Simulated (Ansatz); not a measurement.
Calculated with Ansatz (gas phase, PBE0-D4/def2-TZVP geometries, no zero-point term in ΔE). CCSD(T)/CBS is the MP2 limit (def2-TZVPP, def2-QZVPP) plus CCSD(T) − MP2 in def2-TZVPP, frozen cores. This one scheme is used for every species. Functionals use def2-TZVPP. B3LYP here is the variant with VWN-RPA as its local correlation; programs differ in this. For Ge outer-core shells are correlated without core-valence functions, which leaves a few kJ/mol of doubt a bond. Scalar relativity is left out up to krypton. One conformer a species, not always the lowest.

`N[C](=O)[GeH2][Cl]` + `N=CS` → `S/C=[N]/[GeH2][Cl]` + `NC=O`  (ligand exchange at a Ge–C bond)

CCSD(T)/CBS gives -23.1 kJ/mol.

**Question.** Another level gave -21.9 kJ/mol. Which?
A. B3LYP/def2-TZVPP
B. CCSD/def2-TZVPP
C. PBE-D4/def2-TZVPP
D. SCS-MP2/def2-TZVPP

**Answer.** A. B3LYP -21.9, PBE-D4 -14.3, CCSD/def2-TZVPP -26.1, SCS-MP2/def2-TZVPP -30.8 kJ/mol.

Largest T1 diagnostic among the species: 0.016.

In def2-TZVPP, CCSD(T) changes the Hartree–Fock value by +13.7 kJ/mol (the triples alone add +1.2 kJ/mol) and MP2 by +8.3 kJ/mol. From PBE to PBE0 (25 % exact exchange), in def2-TZVPP and without D4, ΔE moves by −5.0 kJ/mol.
